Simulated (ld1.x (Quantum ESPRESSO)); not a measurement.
Varying the ultrasoft potential for sulfur

Base potential:

| Property | Result |
| --- | --- |
| Element | S |
| Generator | ld1.x (Quantum ESPRESSO) 7.5 |
| Type | ultrasoft |
| Functional | PBE |
| Relativity | non-relativistic |
| Frozen core | [Ne] |
| Valence charge | 6 |
| Reference configuration | 3s2 3p4 |
| Partial waves | 3s (bound): rcut 1.35, rcutus 1.65 bohr; 3s channel at 2.05 Ry: rcut 1.35, rcutus 1.65 bohr; 3p (bound): rcut 0.90, rcutus 1.20 bohr; 3p channel at 3.5 Ry: rcut 0.90, rcutus 1.20 bohr |
| Local potential | all-electron potential smoothed inside 1.15 bohr (lloc = -1) |
| Core correction | Bessel-smoothed model core inside 0.85 bohr |
| Augmentation charge | built from norm-conserving waves at rcut, not smoothed further |

Cutoffs, loose and tight: the cutoffs (Ry, on a coarse ladder) from which the occupation-weighted sum of valence levels, in a spherical-Bessel basis at the reference potential, stays within 10 and 1 mRy of its value at 400 Ry. They do not see the model core or the augmentation charge, which bear on the density cutoff. Test errors are all-electron minus pseudo excitation energies from the reference, over the configurations 3s2 3p3; 3s2 3p2; 3s2 3p1; 3s2 3p0; 3s1 3p4; 3s0 3p6; 3s1 3p5. A dash means not determined; rows that change the core or the reference have their own tests. The largest error is taken over the tests solved by every variant that gives reliable tests at all: 3s2 3p1; 3s2 3p2; 3s2 3p3.

```csv
change,outcome,"cutoff, loose","cutoff, tight",bound ghosts,largest test error (meV)
base,generated,30 Ry,45 Ry,none,-12
core correction none,generated,30 Ry,45 Ry,none,+49
core correction Bessel-smoothed model core inside 0.58 bohr,generated,30 Ry,45 Ry,none,-17
core correction Bessel-smoothed model core inside 0.76 bohr,generated,30 Ry,45 Ry,none,-15
core correction Bessel-smoothed model core inside 0.94 bohr,generated,30 Ry,45 Ry,none,-8.6
core correction Bessel-smoothed model core inside 1.08 bohr,generated,30 Ry,45 Ry,none,+4.3
core correction Bessel-smoothed model core inside 1.22 bohr,generated,30 Ry,45 Ry,none,+20
core correction Bessel-smoothed model core inside 1.40 bohr,generated,30 Ry,45 Ry,none,+23
```
